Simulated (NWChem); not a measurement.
System: C2H6F2Si; SMILES [C@@H](C)([SiH2]F)F

```xyz
11

C     -0.8621     1.8837    -0.1301
C      0.1109     0.7653    -0.4343
F      1.3585     1.0816     0.0947
Si    -0.4086    -0.9065     0.2936
F      0.6124    -2.0612    -0.2237
H     -1.8381     1.6939    -0.6027
H     -0.4748     2.8385    -0.5173
H     -1.0178     1.9986     0.9540
H      0.2331     0.6644    -1.5294
H     -0.3392    -0.8491     1.7791
H     -1.7778    -1.2649    -0.1756
```
Atoms are numbered in this order, from 1.

The geometry was optimised at PBE0/def2-SVP.

Q: Give the principal values of the shielding tensors (ppm) of C1, C2, F3, Si4, F5 from B3LYP/6-31G* (spherical d), GIAO (NWChem), with their diamagnetic and paramagnetic parts as GIAO splits them.

A: 
```
atom    σ11    σ22    σ33  isotropic  diamagnetic  paramagnetic
----  -----  -----  -----  ---------  -----------  ------------
C1    157.7  176.5  189.7      174.6        250.5         -75.8
C2     73.7   91.5  165.4      110.2        244.7        -134.5
F3    393.5  418.6  462.0      424.7        470.2         -45.5
Si4   346.1  380.7  457.4      394.8        880.0        -485.3
F5    365.7  388.0  414.6      389.5        470.8         -81.4
```
